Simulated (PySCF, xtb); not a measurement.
H5NOSeSi, SMILES N[Se]O[SiH3]. One conformer was computed; it need not be the lowest.

Harmonic wavenumbers (cm⁻¹) from GFN2-xTB run with xtb 6.7.1 at its own minimum, in rising order: 48, 100, 131, 257, 268, 405, 504, 603, 633, 714, 738, 794, 821, 879, 906, 1467, 2223, 2252, 2306, 3383, 3420.

Question: What does PySCF with B3LYP-D3(BJ)/def2-SVP give at its own minimum? (Estimate from the structure and the level; the computed values follow.)

Answer: 69, 108, 149, 256, 485, 509, 528, 718, 736, 769, 884, 945, 958, 994, 1000, 1563, 2194, 2218, 2243, 3513, 3624. Paired by order, the mean absolute difference is 89 cm⁻¹ and the zero-point energies are 32.7 and 35.0 kcal/mol.
